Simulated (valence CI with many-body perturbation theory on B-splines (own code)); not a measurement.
Level structure of Xe⁴⁹⁺

Computed by relativistic CI+MBPT: three valence electrons over a frozen Dirac-Fock core [He], a basis of 11 s, 11 p, 10 d, 8 f, 5 g, 2 h functions for each j, with the one-electron correlation potential Σ1 (screened to all orders), the two-electron term Σ2, the three-electron term Σ3, Breit, model QED; selected single and double excitations, second order for the rest, scaled by the run's own slope (own B-spline code, finite nucleus).

No measured spectrum was set against this ion. As an estimate, large intervals hold to a few tenths of a per cent, small ones and those within an open d or f shell to about a per cent.

Levels 136 to 169 of 169, with energies above the lowest level, (2s^2 2p1/2) J=1/2. "Leading %" is the weight of the configuration and term that name the level; weights of strongly mixed levels are sums over their largest components and can fall short. In the jj column 3d3/2^4 stands for four electrons in 3d with j = 3/2. Lifetimes count E1, E2, E3, M1 and M2 decay at the calculated energies, and are blank where another channel may lead or the interval is too uncertain; long ones can be off by a factor of two.

```tsv
No.	Configuration	Term	J	E (Ry)	Leading %	Lifetime	Second component	g	Leading jj
136	2s 2p 4s	2P°	1/2	523.90	85	26.9 fs	15 % 2s 2p 4s 4P°	0.933	2s 2p1/2 4s (99 %)
137	2s 2p 4p	4D	3/2	525.01	45	16.3 fs	28 % 2s 2p 4p 2D	1.131	2s 2p1/2 4p1/2 (99 %)
138	2s 2p 4p	4P	1/2	525.56	46	23.9 fs	20 % 2s 2p 4p 2S	1.847	2s 2p1/2 4p1/2 (99 %)
139	2s 2p 4p	4P	3/2	526.83	30	20.1 fs	25 % 2s 2p 4p 2D	1.370	2s 2p1/2 4p3/2 (100 %)
140	2s 2p 4d	4F°	3/2	527.88	60	9.58 fs	14 % 2s 2p 4d 2D°	0.675	2s 2p1/2 4d3/2 (100 %)
141	2s 2p 4p	4D	5/2	528.48	45	47.6 fs	36 % 2s 2p 4p 2D	1.341	2s 2p1/2 4p3/2 (99 %)
142	2s 2p 4p	2P	1/2	528.48	47	9.64 fs	17 % 2s 2p 4p 4P	1.286	2s 2p1/2 4p3/2 (98 %)
143	2s 2p 4p	2D	3/2	528.55	42	13.1 fs	20 % 2s 2p 4p 2P	1.287	2s 2p1/2 4p3/2 (99 %)
144	2s 2p 4d	4F°	5/2	528.95	35	5.73 fs	30 % 2s 2p 4d 4D°	1.212	2s 2p1/2 4d5/2 (93 %)
145	2s 2p 4d	2F°	5/2	529.50	32	12.1 fs	26 % 2s 2p 4d 4F°	1.081	2s 2p1/2 4d3/2 (90 %)
146	2s 2p 4f	4G	5/2	529.57	45	11.1 fs	19 % 2s 2p 4f 4F	0.841	2s 2p1/2 4f5/2 (100 %)
147	2s 2p 4d	2P°	3/2	529.75	25	5.07 fs	22 % 2s 2p 4d 4D°	1.106	2s 2p1/2 4d3/2 (97 %)
148	2s 2p 4d	4D°	1/2	529.82	58	3.89 fs	36 % 2s 2p 4d 2P°	0.417	2s 2p1/2 4d3/2 (98 %)
149	2s 2p 4f	4F	7/2	530.03	26	11.3 fs	24 % 2s 2p 4f 4D	1.145	2s 2p1/2 4f7/2 (100 %)
150	2s 2p 4d	4F°	7/2	530.58	39	5.44 fs	36 % 2s 2p 4d 2F°	1.243	2s 2p1/2 4d5/2 (99 %)
151	2s 2p 4d	2F°	5/2	530.79	45	5.42 fs	24 % 2s 2p 4d 4P°	1.136	2s 2p1/2 4d5/2 (97 %)
152	2s 2p 4d	2D°	3/2	530.80	39	5.54 fs	37 % 2s 2p 4d 2P°	1.086	2s 2p1/2 4d5/2 (96 %)
153	2s 2p 4f	4G	7/2	531.23	35	11.2 fs	34 % 2s 2p 4f 2G	1.003	2s 2p1/2 4f5/2 (98 %)
154	2s 2p 4f	4F	3/2	531.26	51	11.1 fs	36 % 2s 2p 4f 2D	0.649	2s 2p1/2 4f5/2 (99 %)
155	2s 2p 4f	4G	5/2	531.28	32	11.1 fs	22 % 2s 2p 4f 2F	0.933	2s 2p1/2 4f5/2 (98 %)
156	2s 2p 4f	2G	9/2	531.67	36	11.3 fs	35 % 2s 2p 4f 4G	1.188	2s 2p1/2 4f7/2 (99 %)
157	2s 2p 4f	2D	5/2	531.73	37	11.3 fs	30 % 2s 2p 4f 2F	1.063	2s 2p1/2 4f7/2 (98 %)
158	2s 2p 4f	2G	7/2	531.74	33	11.4 fs	33 % 2s 2p 4f 4D	1.139	2s 2p1/2 4f7/2 (99 %)
159	2p2 4s	4P	1/2	536.73	47	28.1 fs	27 % 2p2 4s 2S	2.003	2p1/2^2 4s (97 %)
160	2p2 4p	2P°	1/2	538.09	44	12.3 fs	39 % 2p2 4p 4D°	0.660	2p1/2^2 4p1/2 (97 %)
161	2p2 4p	2P°	3/2	541.53	32	12.7 fs	20 % 2p2 4p 4D°	1.331	2p1/2^2 4p3/2 (98 %)
162	2p2 4d	2D	3/2	542.50	40	14.4 fs	34 % 2p2 4d 4F	0.792	2p1/2^2 4d3/2 (98 %)
163	2p2 4d	2D	5/2	543.67	33	5.53 fs	19 % 2p2 4d 4D	1.197	2p1/2^2 4d5/2 (98 %)
164	2p2 4f	2F°	5/2	544.10	39	11.2 fs	30 % 2p2 4f 4G°	0.852	2p1/2^2 4f5/2 (98 %)
165	2p2 4f	2F°	7/2	544.56	34	11.4 fs	18 % 2p2 4f 2G°	1.139	2p1/2^2 4f7/2 (98 %)
166	2s 2p 4s	4P°	5/2	548.56	100	28.1 fs		1.584	2s 2p3/2 4s (100 %)
167	2s 2p 4s	2P°	3/2	549.01	82	21.8 fs	18 % 2s 2p 4s 4P°	1.382	2s 2p3/2 4s (100 %)
168	2s 2p 4p	4P	3/2	550.35	45	23.6 fs	26 % 2s 2p 4p 4S	1.637	2s 2p3/2 4p1/2 (100 %)
169	2s 2p 4p	2D	5/2	550.45	41	14.8 fs	39 % 2s 2p 4p 4D	1.330	2s 2p3/2 4p1/2 (100 %)
```
